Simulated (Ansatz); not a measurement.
`C[CH2][In]([F])[Cl]` and `N#[C][In]([F])[Cl]` differ in one atom or group.

Ansatz, PBE0-D4/def2-TZVP geometries, multiplicity 1. Each molecule was computed in one conformer, which needn't be the lowest.

Elements past krypton have def2 core potentials.

```csv
property,`C[CH2][In]([F])[Cl]`
HOMO energy (B3LYP/def2-TZVPP) / eV,-8.13
HOMO energy (PBE/def2-TZVPP) / eV,-7.09
zero-point energy (PBE0-D4/def2-TZVP) / kJ/mol,177.3
size of the dipole moment (PBE/def2-TZVPP) / D,4.39
LUMO energy (PBE0/def2-TZVPP) / eV,-1.60
HOMO–LUMO gap (PBE0/def2-TZVPP) / eV,6.75
```

(1) Give the same properties after the change, and the shifts. (Best estimate.)

Results:

(1) Ansatz gave: 
```json
{"property": "HOMO energy (B3LYP/def2-TZVPP) / eV", "`N#[C][In]([F])[Cl]`": "-9.61", "shift": "-1.48"}
{"property": "HOMO energy (PBE/def2-TZVPP) / eV", "`N#[C][In]([F])[Cl]`": "-8.41", "shift": "-1.32"}
{"property": "zero-point energy (PBE0-D4/def2-TZVP) / kJ/mol", "`N#[C][In]([F])[Cl]`": "27.2", "shift": "-150.1"}
{"property": "size of the dipole moment (PBE/def2-TZVPP) / D", "`N#[C][In]([F])[Cl]`": "1.52", "shift": "-2.87"}
{"property": "LUMO energy (PBE0/def2-TZVPP) / eV", "`N#[C][In]([F])[Cl]`": "-2.72", "shift": "-1.12"}
{"property": "HOMO–LUMO gap (PBE0/def2-TZVPP) / eV", "`N#[C][In]([F])[Cl]`": "7.17", "shift": "0.42"}
```

With PBE0 the HOMO falls by 1.55 eV and the LUMO falls by 1.12 eV, so the gap widens by about 0.43 eV. PBE moves the HOMO by -1.32 eV and ωB97M-V by -1.72 eV. The zero-point energy changes by -150.1 kJ/mol with -15 modes. Dipoles are sizes alone; their direction can turn.

B3LYP here is the variant with VWN-RPA as its local correlation; programs differ in this.
